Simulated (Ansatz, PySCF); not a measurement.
Process, species as SMILES: F[SiH2][SiH3] → [SiH3] (SiH3) + F[SiH2] (the Si-Si bond at the site shown breaks; other sites are not compared here)
Geometries: B3LYP-D3(BJ)/def2-TZVP minima from Ansatz (a quantum-chemistry and plane-wave program).

Quantity: bond dissociation energy (0 K, with B3LYP-D3(BJ) harmonic zero-point energies from PySCF), in eV. Cores are frozen in the correlated levels unless marked. UHF or UKS for open shells. Spin-orbit coupling is left out. Non-relativistic. CBS(X,Y): correlation extrapolated as X^-3; Hartree-Fock from the larger set.

CCSD(T)/CBS(cc-pV(T+d)Z,cc-pV(Q+d)Z) (Ansatz) gives 3.33 eV.

Another calculation gave 3.03 eV. Which level was it?
A) r2SCAN/def2-TZVPD (Ansatz)
B) B2GP-PLYP/def2-TZVPD (Ansatz)
C) wB97X-V/def2-TZVPD (Ansatz)
D) revPBE/def2-TZVPD (Ansatz)

A, r2SCAN/def2-TZVPD (Ansatz). The others give 2.91 (revPBE), 3.37 (wB97X-V), 3.15 (B2GP-PLYP) eV.
